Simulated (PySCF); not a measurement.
## Shapes and spin states of OsH₂

Computed with PySCF, PBE0, basis Os def2-TZVP with ECP60, H def2-TZVP (scalar-relativistic core potentials, no spin–orbit coupling, density fitting).

Relaxations began from a few typed shapes and spin states; open shells are unrestricted. The search is not exhaustive: other isomers or separated fragments can lie lower, and high-lying points may rest on an excited occupation.

Order these stationary points by electronic energy, lowest first, in kJ/mol from the lowest minimum.
A. triplet C2v: Os–H 1.581 Å (×2); H–Os–H 86.3°
B. quintet C2v: Os–H 1.688 Å (×2); H–Os–H 142.1°
C. quintet D∞h: Os–H 1.729 Å (×2); H–Os–H 180.0°
D. quintet C2v: H–H 0.903 Å, Os–H 1.765 Å (×2); H–H–Os 75.2° (×2), H–Os–H 29.7°
E. singlet (closed shell, unstable to spin polarisation) C2v: Os–H 1.580 Å (×2); H–Os–H 108.6°

A (0.0), B (60.3), C (99.9), E (117.5), D (120.7).

Which of them are minima?

By energy in kJ/mol, 0.0: minimum; 60.3: minimum; 99.9: saddle point, 1 imaginary mode; 117.5: minimum of the closed-shell surface only; 120.7: minimum.

Formally Os is in oxidation state +2, d6, with 2 unpaired electrons (the high-spin count would be 4). The Mulliken spin on Os is 2.14. The polar-tensor charge on Os, 0.40, is far below the formal one.

For the lowest minimum: open d and f shells are described by one determinant, and the ground state may have another occupation or spin. No spin–orbit coupling is included, which matters more the heavier the element.

The electron or spin density has lower symmetry than the nuclear frame for the quintet D∞h at 99.9 kJ/mol.
